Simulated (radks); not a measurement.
The numbers below are computed, except where a source is named.
The arsenic anion As3-, [Kr], held by a Watson sphere: a shell of charge +3 at radius R that stands for the Madelung well of a crystal (potential energy -3/R inside, -3/r outside, in hartree with lengths in bohr). Level of theory: scalar-relativistic Kohn-Sham, PBE, spin-unpolarised, spherical densities, point nucleus (a radial shooting solver on a logarithmic mesh with Libxc functionals). Response by self-consistent Sternheimer equations with the Hartree and adiabatic LDA kernel, the relativistic mass of each level held fixed and spin-orbit coupling left out. The sphere does not respond.

R (bohr),e(3d) (eV),e(4s) (eV),e(4p) (eV),<r> 4p (bohr),sum of <r^2> (bohr^2),X-ray form factor at sin(theta)/lambda = 0.3 1/angstrom,alpha (bohr^3)
2.29,-39.201,-16.492,-7.508,2.456,60.70,22.454,36.85
2.67,-38.374,-15.190,-6.764,2.613,66.99,22.486,47.96
4.32,-37.099,-11.876,-4.101,3.265,97.40,22.647,153.0
4.34,-37.090,-11.854,-4.077,3.273,97.81,22.647,155.1
4.47,-37.032,-11.713,-3.927,3.322,100.5,22.651,169.2
